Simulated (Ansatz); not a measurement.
`O[SiH]([SiH3])[GaH2]` + H₂O → `[OH][GaH2]` + `O[SiH2][SiH3]` at 500 K and 1 bar (formal hydrolysis of a Ga–Si bond).

Gas-phase electronic energies from Ansatz, PBE0-D4/def2-TZVP geometries. CCSD(T)/CBS is the MP2 limit (def2-TZVPP, def2-QZVPP) plus CCSD(T) − MP2 in def2-TZVPP, frozen cores. This one scheme is used for every species. For Ga outer-core shells are correlated without core-valence functions, which leaves a few kJ/mol of doubt a bond. Scalar relativity is left out up to krypton. One conformer a species, not always the lowest.

```json
{"species": "`O[SiH]([SiH3])[GaH2]`", "CCSD(T)/CBS energy (Eh)": "-2581.49785", "H − E (kJ/mol)": "217.9", "S (J/(mol·K))": "476.3"}
{"species": "H₂O", "CCSD(T)/CBS energy (Eh)": "-76.37941", "H − E (kJ/mol)": "73.2", "S (J/(mol·K))": "206.3"}
{"species": "`[OH][GaH2]`", "CCSD(T)/CBS energy (Eh)": "-2000.92981", "H − E (kJ/mol)": "96.0", "S (J/(mol·K))": "296.8"}
{"species": "`O[SiH2][SiH3]`", "CCSD(T)/CBS energy (Eh)": "-656.96789", "H − E (kJ/mol)": "187.7", "S (J/(mol·K))": "379.8"}
```

H − E and S are ideal-gas, rigid-rotor, harmonic terms from PBE0-D4/def2-TZVP, for one conformer and one mirror image of each species. 1 Eh = 2625.50 kJ/mol, R = 8.31446 J/(mol·K).

Task: By hand: ΔE, ΔH, ΔS and ΔG.

Result: ΔE = (-2000.92981) + (-656.96789) − (-2581.49785) − (-76.37941) = -0.02044 Eh = -53.7 kJ/mol. Δ(H − E) = 96.0 + 187.7 − 217.9 − 73.2 = -7.4, so ΔH = -61.1 kJ/mol. ΔS = 296.8 + 379.8 − 476.3 − 206.3 = -6.0 J/(mol·K). ΔG = -61.1 − 500 × (-6.0)/1000 = -58.1 kJ/mol.

Task: By hand: the equilibrium constant, and the temperature at which ΔG would vanish if ΔH and ΔS stayed fixed.

Result: log₁₀ K = −ΔG/(RT ln 10) = 6.1. ΔG = 0 at ΔH/ΔS = 10183 K, far beyond where these terms or the molecules hold.

The number of gas molecules stays the same, so ΔS is small and ΔH decides. A doubt of 5 kJ/mol in ΔE shifts log₁₀ K by 0.5 here. Other conformers and mirror images would add mixing entropy, several J/(mol·K) or more a flexible species. These are equilibria of isolated gas molecules and say nothing of rates. Largest T1 diagnostic: 0.015 (customary marks: 0.02 for closed shells, 0.045 for open ones).
